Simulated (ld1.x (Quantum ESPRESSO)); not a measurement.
# Plane-wave convergence, PAW potential for silver

Ag, PAW, made with ld1.x (Quantum ESPRESSO) 7.5 (PBE, scalar-relativistic). Core [Kr], reference 4d10 5s0.75 5p0 (charge +0.25). Waves: 5s (bound): rcut 1.75, rcutus 2.40 bohr; 5s channel at 0.3 Ry: rcut 1.75, rcutus 2.40 bohr; 5p (bound, empty): rcut 2.80, rcutus 3.25 bohr; 5p channel at 0.35 Ry: rcut 2.80, rcutus 3.25 bohr; 4d (bound): rcut 1.50, rcutus 1.95 bohr; 4d channel at -0.25 Ry: rcut 1.50, rcutus 1.95 bohr. Local part: all-electron potential smoothed inside 1.50 bohr (lloc = -2). Core correction: Bessel-smoothed model core inside 1.45 bohr. Augmentation charge: BESSEL, radius 1.25 bohr.

The pseudo-atom Hamiltonian at the reference potential is diagonalised in spherical Bessel functions j_l(qr) that vanish at 20 bohr, with q² up to the cutoff. All-electron valence levels (Ry): 5s -0.4426, 5p -0.1457, 4d -0.6877.

Question: How do the lowest levels (Ry) of each channel move with the cutoff, and are there ghosts?

Answer:

```json
{"cutoff (Ry)": "8", "s #1": "-0.4425", "p #1": "-0.1457", "p #2": "0.0103", "d #1": "-0.0810", "f #1": "0.0739", "f #2": "0.1925", "Σ f·Δε (mRy)": "6068.0"}
{"cutoff (Ry)": "10", "s #1": "-0.4425", "p #1": "-0.1457", "p #2": "0.0103", "d #1": "-0.2376", "f #1": "0.0739", "f #2": "0.1925", "Σ f·Δε (mRy)": "4501.8"}
{"cutoff (Ry)": "15", "s #1": "-0.4426", "p #1": "-0.1457", "p #2": "0.0103", "d #1": "-0.5418", "f #1": "0.0739", "f #2": "0.1924", "Σ f·Δε (mRy)": "1459.9"}
{"cutoff (Ry)": "18", "s #1": "-0.4426", "p #1": "-0.1457", "p #2": "0.0103", "d #1": "-0.6485", "f #1": "0.0739", "f #2": "0.1924", "Σ f·Δε (mRy)": "392.7"}
{"cutoff (Ry)": "21", "s #1": "-0.4426", "p #1": "-0.1457", "p #2": "0.0103", "d #1": "-0.6754", "f #1": "0.0739", "f #2": "0.1924", "Σ f·Δε (mRy)": "124.0"}
{"cutoff (Ry)": "30", "s #1": "-0.4426", "p #1": "-0.1457", "p #2": "0.0103", "d #1": "-0.6871", "f #1": "0.0739", "f #2": "0.1924", "Σ f·Δε (mRy)": "6.1"}
{"cutoff (Ry)": "35", "s #1": "-0.4426", "p #1": "-0.1457", "p #2": "0.0103", "d #1": "-0.6872", "f #1": "0.0739", "f #2": "0.1924", "Σ f·Δε (mRy)": "5.5"}
{"cutoff (Ry)": "40", "s #1": "-0.4426", "p #1": "-0.1457", "p #2": "0.0103", "d #1": "-0.6875", "f #1": "0.0739", "f #2": "0.1924", "Σ f·Δε (mRy)": "2.5"}
{"cutoff (Ry)": "45", "s #1": "-0.4426", "p #1": "-0.1457", "p #2": "0.0103", "d #1": "-0.6876", "f #1": "0.0739", "f #2": "0.1924", "Σ f·Δε (mRy)": "1.1"}
{"cutoff (Ry)": "55", "s #1": "-0.4426", "p #1": "-0.1457", "p #2": "0.0103", "d #1": "-0.6877", "f #1": "0.0739", "f #2": "0.1924", "Σ f·Δε (mRy)": "0.6"}
{"cutoff (Ry)": "60", "s #1": "-0.4426", "p #1": "-0.1457", "p #2": "0.0103", "d #1": "-0.6877", "f #1": "0.0739", "f #2": "0.1924", "Σ f·Δε (mRy)": "0.5"}
{"cutoff (Ry)": "400", "s #1": "-0.4426", "p #1": "-0.1457", "p #2": "0.0103", "d #1": "-0.6877", "f #1": "0.0739", "f #2": "0.1924", "Σ f·Δε (mRy)": "0.0"}
```

Result: no extra level below or beside the all-electron valence levels (s, p, d, f tested); 10 mRy is reached at 30 Ry and 1 mRy at 50 Ry.

Its largest configuration-test error is -349 meV.
